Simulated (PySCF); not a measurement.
Here is a job for PySCF.
```python
from pyscf import gto, scf, dft, solvent

mol = gto.M(
    atom='''
Si   -0.00000000   -0.00000000   -1.06660322
S     0.00000000    0.00000000    0.93327782
''',
    basis='6-31g',
    verbose=4,
)

mf = dft.RKS(mol)
mf.xc = 'b3lyp'
mf.kernel()
```

What does this run give for the total energy, HOMO-LUMO gap?


total energy: -687.6522 Eh
HOMO-LUMO gap: 5.05 eV
